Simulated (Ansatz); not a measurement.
Born–Oppenheimer molecular dynamics of F$_{4}$H$_{4}$OW (10 atoms, charge 0, multiplicity 1). It starts at the highest image of a converged band. Of that band: Neighbouring images differ by up to 1.3 eV, so the band resolves the path poorly. A vibrational analysis at the climbing image gives one clearly imaginary mode, 622i cm⁻¹: a first-order saddle point.

The calculation used RKS revPBE/def2-SVP (Ansatz 0.2.0).

| Item | Value |
| --- | --- |
| ensemble | NVE (velocity Verlet) |
| time step | 0.5 fs |
| steps asked | 200 |
| starting velocities drawn for | 300 K |
| seed | 5928 |

First frame:

```xyz
10
Properties=species:S:1:pos:R:3
W 0.196 0.217 -0.054
F 0.103 0.373 2.142
O 1.942 -0.515 -0.242
H 2.134 -1.436 -0.508
F -0.571 1.971 0.085
F -1.645 -0.238 -0.052
H 0.063 -1.327 0.651
F 0.091 0.157 -1.917
H 1.421 1.341 0.823
H 0.936 1.036 1.671
```

**Question.** What does the run give?

**Answer.** The run went to its last step.

```
steps done                                               : 200
time covered                                             : 100 fs
mean temperature over the second half                    : 1396 K
spread of the potential energy over the second half      : 16.1 meV per atom
mean potential energy of the second half above the start : -113.2 meV per atom
```

The conserved energy stayed within 0.15 meV per atom of its start (net change 0.085 meV per atom), so the integration is sound. The kinetic energy rose, since the run started high on the potential surface and went downhill. It ends in pieces (F4H2OW + H2), so much of that is their flight and rotation, not heat. A run of 0.1 ps of so small a system gives no equilibrium averages. The orbitals stay closed-shell, which can raise the energy where a bond breaks towards radicals; this wasn't checked here.

**Question.** What happens to the structure?

**Answer.** Between its relaxed ends the band would form W1–H9, F2–H10 and break H9–H10. These pairs go: W1–H9 1.88 → 7.03 Å, F2–H10 1.16 → 7.35 Å, H9–H10 1.02 → 0.76 Å. In the last frame they stand as before the step (other bonds may differ from the relaxed reactants and products). Also parted: W1–H10 2.05 → 7.69 Å. It ends as F4H2OW + H2. Pairs count as bonded within 1.25 times the sum of covalent radii (0.12 Å more for H–H). This is one draw of velocities; another would differ in detail.

**Question.** How do temperature and energy run in time?

**Answer.** 
```json
{"time (fs)": "0", "T (K)": "300", "potential energy less start (eV)": "0.000", "conserved less start (meV/atom)": "0.00"}
{"time (fs)": "3", "T (K)": "220", "potential energy less start (eV)": "0.083", "conserved less start (meV/atom)": "0.10"}
{"time (fs)": "6", "T (K)": "153", "potential energy less start (eV)": "0.153", "conserved less start (meV/atom)": "0.09"}
{"time (fs)": "9", "T (K)": "127", "potential energy less start (eV)": "0.179", "conserved less start (meV/atom)": "0.03"}
{"time (fs)": "12", "T (K)": "107", "potential energy less start (eV)": "0.201", "conserved less start (meV/atom)": "0.12"}
{"time (fs)": "15", "T (K)": "156", "potential energy less start (eV)": "0.149", "conserved less start (meV/atom)": "0.08"}
{"time (fs)": "18", "T (K)": "193", "potential energy less start (eV)": "0.111", "conserved less start (meV/atom)": "0.01"}
{"time (fs)": "21", "T (K)": "165", "potential energy less start (eV)": "0.141", "conserved less start (meV/atom)": "0.11"}
{"time (fs)": "24", "T (K)": "200", "potential energy less start (eV)": "0.104", "conserved less start (meV/atom)": "0.09"}
{"time (fs)": "27", "T (K)": "278", "potential energy less start (eV)": "0.024", "conserved less start (meV/atom)": "0.03"}
{"time (fs)": "30", "T (K)": "327", "potential energy less start (eV)": "-0.027", "conserved less start (meV/atom)": "0.11"}
{"time (fs)": "33", "T (K)": "435", "potential energy less start (eV)": "-0.139", "conserved less start (meV/atom)": "0.09"}
{"time (fs)": "36", "T (K)": "612", "potential energy less start (eV)": "-0.322", "conserved less start (meV/atom)": "0.04"}
{"time (fs)": "39", "T (K)": "821", "potential energy less start (eV)": "-0.537", "conserved less start (meV/atom)": "0.11"}
{"time (fs)": "42", "T (K)": "1082", "potential energy less start (eV)": "-0.807", "conserved less start (meV/atom)": "0.08"}
{"time (fs)": "45", "T (K)": "1296", "potential energy less start (eV)": "-1.030", "conserved less start (meV/atom)": "-0.02"}
{"time (fs)": "48", "T (K)": "1328", "potential energy less start (eV)": "-1.062", "conserved less start (meV/atom)": "0.05"}
{"time (fs)": "51", "T (K)": "1233", "potential energy less start (eV)": "-0.963", "conserved less start (meV/atom)": "0.11"}
{"time (fs)": "54", "T (K)": "1142", "potential energy less start (eV)": "-0.870", "conserved less start (meV/atom)": "0.04"}
{"time (fs)": "57", "T (K)": "1130", "potential energy less start (eV)": "-0.857", "conserved less start (meV/atom)": "0.08"}
{"time (fs)": "60", "T (K)": "1281", "potential energy less start (eV)": "-1.013", "conserved less start (meV/atom)": "0.12"}
{"time (fs)": "63", "T (K)": "1512", "potential energy less start (eV)": "-1.252", "conserved less start (meV/atom)": "0.03"}
{"time (fs)": "66", "T (K)": "1631", "potential energy less start (eV)": "-1.376", "conserved less start (meV/atom)": "0.05"}
{"time (fs)": "69", "T (K)": "1635", "potential energy less start (eV)": "-1.380", "conserved less start (meV/atom)": "0.09"}
{"time (fs)": "72", "T (K)": "1573", "potential energy less start (eV)": "-1.316", "conserved less start (meV/atom)": "0.02"}
{"time (fs)": "75", "T (K)": "1446", "potential energy less start (eV)": "-1.185", "conserved less start (meV/atom)": "0.07"}
{"time (fs)": "78", "T (K)": "1324", "potential energy less start (eV)": "-1.058", "conserved less start (meV/atom)": "0.15"}
{"time (fs)": "81", "T (K)": "1274", "potential energy less start (eV)": "-1.006", "conserved less start (meV/atom)": "0.06"}
{"time (fs)": "84", "T (K)": "1277", "potential energy less start (eV)": "-1.010", "conserved less start (meV/atom)": "0.06"}
{"time (fs)": "87", "T (K)": "1333", "potential energy less start (eV)": "-1.067", "conserved less start (meV/atom)": "0.12"}
{"time (fs)": "90", "T (K)": "1422", "potential energy less start (eV)": "-1.160", "conserved less start (meV/atom)": "0.06"}
{"time (fs)": "93", "T (K)": "1500", "potential energy less start (eV)": "-1.241", "conserved less start (meV/atom)": "0.05"}
{"time (fs)": "96", "T (K)": "1517", "potential energy less start (eV)": "-1.258", "conserved less start (meV/atom)": "0.10"}
{"time (fs)": "99", "T (K)": "1469", "potential energy less start (eV)": "-1.209", "conserved less start (meV/atom)": "0.03"}
```

Time of the run: 5.8 min on 4 threads of Arm Neoverse V1, with other jobs on the host, peak memory 0.18 GiB.
